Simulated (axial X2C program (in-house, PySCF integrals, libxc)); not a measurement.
# Outer orbitals of InAs at 2.743 Å, PBE0

Calculated with an in-house all-electron X2C program for linear molecules (integrals from PySCF). Spin-free means the one-electron spin-free X2C Hamiltonian; two-component (2c) means X2C with spin–orbit coupling and atomic mean-field two-electron Coulomb and Gaunt terms, so the difference of the two also holds small scalar two-electron terms. Basis: In dyall-cv3z [11s12p9d4f1g], As dyall-cv3z [9s9p6d4f1g] (cores contracted in-house); Gaussian nuclei, density fitting, unrestricted open shells. Masses: In 114.904 u, As 74.922 u.

The distance is close to the 2c PBE0 minimum; the highest filled and lowest empty levels are listed.

Spin-free orbitals, state M_S = 1, Λ = 0 (beyond evenly filled blocks: π+α, π-α) (Löwdin shares):

| symmetry | occupied | ε (eV) | atomic character |
| --- | --- | --- | --- |
| δ-α | yes | -21.32 | 100% In d |
| δ+α | yes | -21.32 | 100% In d |
| δ-β | yes | -21.31 | 100% In d |
| δ+β | yes | -21.31 | 100% In d |
| π-α | yes | -21.12 | 100% In d |
| π+α | yes | -21.12 | 100% In d |
| σα | yes | -21.12 | 99% In d |
| σβ | yes | -21.11 | 99% In d |
| π+β | yes | -21.11 | 100% In d |
| π-β | yes | -21.11 | 100% In d |
| σα | yes | -16.24 | 82% As s, 7% In p, 5% In s |
| σβ | yes | -14.27 | 80% As s, 8% In s, 7% In p |
| σα | yes | -9.53 | 69% In s, 24% As p, 4% As s |
| σβ | yes | -9.26 | 71% In s, 20% As p, 6% As s |
| π+α | yes | -6.52 | 88% As p, 7% In p, 4% In d |
| π-α | yes | -6.52 | 88% As p, 7% In p, 4% In d |
| σα | yes | -5.58 | 52% As p, 29% In p, 16% In s |
| σβ | yes | -5.15 | 52% As p, 34% In p, 12% In s |
| π-β | no | -2.99 | 62% As p, 35% In p, 2% In d |
| π+β | no | -2.99 | 62% As p, 35% In p, 2% In d |
| π-α | no | -1.74 | 89% In p, 7% As p, 3% As d |
| π+α | no | -1.74 | 89% In p, 7% As p, 3% As d |

Spinors with spin–orbit coupling (state Ω = 1):

| ω | occupied | ε (eV) | atomic character | λ mixture |
| --- | --- | --- | --- | --- |
| -3/2 | yes | -21.79 | 100% In d | 86% δ, 14% π |
| 3/2 | yes | -21.77 | 100% In d | 86% δ, 14% π |
| -1/2 | yes | -21.62 | 100% In d | 61% π, 39% σ |
| 1/2 | yes | -21.61 | 100% In d | 60% π, 40% σ |
| 5/2 | yes | -20.99 | 100% In d | 100% δ |
| -5/2 | yes | -20.97 | 100% In d | 100% δ |
| 3/2 | yes | -20.82 | 100% In d | 86% π, 14% δ |
| -3/2 | yes | -20.81 | 100% In d | 86% π, 14% δ |
| 1/2 | yes | -20.79 | 99% In d | 60% σ, 40% π |
| -1/2 | yes | -20.79 | 99% In d | 61% σ, 39% π |
| 1/2 | yes | -16.25 | 82% As s, 7% In p, 5% In s | 100% σ |
| -1/2 | yes | -14.27 | 80% As s, 8% In s, 7% In p | 100% σ |
| 1/2 | yes | -9.53 | 69% In s, 24% As p, 4% As s | 100% σ |
| -1/2 | yes | -9.26 | 71% In s, 20% As p, 6% As s | 100% σ |
| -1/2 | yes | -6.61 | 88% As p, 7% In p, 4% In d | 100% π |
| 3/2 | yes | -6.43 | 88% As p, 7% In p, 4% In d | 100% π |
| 1/2 | yes | -5.59 | 52% As p, 29% In p, 16% In s | 100% σ |
| -1/2 | yes | -5.15 | 51% As p, 34% In p, 12% In s | 99% σ, 1% π |
| 1/2 | no | -3.07 | 61% As p, 36% In p, 2% In d | 100% π |
| -3/2 | no | -2.91 | 62% As p, 35% In p, 2% In d | 100% π |
| -1/2 | no | -1.83 | 88% In p, 7% As p, 3% As d | 99% π, 1% σ |
| 3/2 | no | -1.64 | 89% In p, 7% As p, 3% As d | 100% π |

Task: How does the gap between the highest filled and lowest empty level change from the spin-free to the 2c table?

Result: From 2.16 to 2.08 eV at PBE0, a change of -0.08 eV.

Mulliken charges and populations of the two-component result (they depend on the basis, above all on diffuse functions):

In 0.30 e (s 9.95 p 18.71 d 20.04 f 0.01), As -0.30 e (s 7.97 p 15.30 d 10.02). ⟨Lz⟩ = 0.00 ħ and ⟨Sz⟩ = 1.00 ħ (0.04 and 0.96 on the two atoms), which add up to Ω.

The state is one determinant whose occupation by symmetry is held fixed; it was picked as the lowest of a PBE0 search that is not exhaustive. Density functionals use the spin component along the axis (collinear). PBE0 can misorder states that lie within some tenths of an eV, so this need not be the ground state of the molecule. The nearest other spin-free determinant of the search, M_S = 1, Λ = 1, lies 0.42 eV up at the distance of the search. With several unpaired electrons one determinant need not be a pure state. Open-shell Ω = 0 determinants with evenly filled partner blocks cannot be reached by this program, so the Ω shown need not be the lowest component. This is the Ω = 1 component of a π² triplet; the 0⁺ component is not one determinant and can lie lowest.
